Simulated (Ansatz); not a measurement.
A structure relaxed at PBE0-D4/def2-TZVP, charge 0, multiplicity 1:

```xyz
13

C     1.812   -0.442    1.461
N     0.736    0.119    0.677
B    -0.041   -0.524   -0.271
B    -1.286    0.311   -1.082
O    -2.421   -0.278   -1.556
S    -1.111    2.103   -1.332
H     2.753    0.084    1.278
H     1.942   -1.489    1.187
H     1.597   -0.389    2.532
H     0.559    1.094    0.874
H     0.195   -1.691   -0.465
H    -2.427   -1.225   -1.399
H    -2.308    2.326   -1.904
```

Task: Give its formula and SMILES.

Result: CH7B2NOS, `CNBB(O)S`.

Task: Point group (tolerance 0.08 Å, 0.16 Å for H)?

Result: C1.

Task: Summarise the bond lengths by kind.

Result: 1 × C–N 1.444 Å; 3 × C–H 1.090 to 1.094 Å; 1 × B–N 1.385 Å; 1 × H–N 1.010 Å; 1 × B–B 1.705 Å; 1 × B–H 1.207 Å; 1 × B–O 1.363 Å; 1 × B–S 1.817 Å; 1 × H–O 0.961 Å; 1 × H–S 1.345 Å.

Program: Ansatz 0.2.0.
